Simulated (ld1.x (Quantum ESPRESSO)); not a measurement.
Values are calculated unless marked as measured or tabulated.
Pseudopotentials across the periodic table

Generated with ld1.x 7.5 (TM, RRKJ, ultrasoft, PAW), atompaw 4.2 or ONCVPSP 4.0.1. The cutoff is in Ry: for ld1.x and atompaw files where the sum of valence levels is converged to 10 mRy in a Bessel basis, for ONCV files where the hardest occupied wave has 1 mHa per electron of residual kinetic energy. The error is the largest all-electron minus pseudo excitation energy over each file’s own four to seven test configurations (ionisations up to +4, promotions, holes and added fractions of an electron), all of which were solved. The labels leave out finer settings (local radius, basis sizes, second energies), which also bear on the numbers. Spin-polarised tests are not counted. The rows are a selection from randomly drawn settings: files with unsolved tests, undetermined cutoffs or missed reference levels are left out.

A true bound ghost makes a file unfit for plane-wave use even where its test errors are small: the radial tests pick states by their node count and pass the ghost by.

| element | potential | cutoff (Ry) | largest error (meV) | bound ghosts |
| --- | --- | --- | --- | --- |
| Ga | RRKJ, PBE, fully relativistic, rc 1.30/2.00/2.00 (spd), local s, core correction no, reference 4s1 4p2 | 40 | +74 | p1/2, d3/2, d5/2 |
| I | TM, BP86, scalar-relativistic, rc 1.45/1.65 (sp), local s, core correction no, reference 5s2 5p5 | 60 | +43 | none |
| Tl | TM, PBEsol, scalar-relativistic, rc 2.30/2.70/2.05 (spd), local smoothed, core correction yes, reference 6s2 6p1 | 18 | -406 | d |
| Tl | TM, PW91, scalar-relativistic, rc 2.15/2.35 (sp), local s, core correction yes, reference 6s1.5 6p1.5 | 18 | -272 | none |

**Question.** Fill in the row for P: TM, LDA (PZ), scalar-relativistic, rc 1.10/1.30 (sp), local p, core correction no, reference 3s1.5 3p3.5.

**Answer.** cutoff 70 Ry, largest error +43 meV, bound ghosts: none.

**Question.** Fill in the row for Ga: TM semilocal, PW91, scalar-relativistic, rc 1.60/1.75 (sp), local p, core correction no, reference 4s1 4p2.

**Answer.** cutoff 12 Ry, largest error +41 meV, bound ghosts: none.

**Question.** Fill in the row for Ta: RRKJ, LDA (PZ), scalar-relativistic, rc 2.00/4.05/2.25 (spd), local s, core correction no, reference 5d4 6s1 6p0.

**Answer.** cutoff 25 Ry, largest error +363 meV, bound ghosts: none.
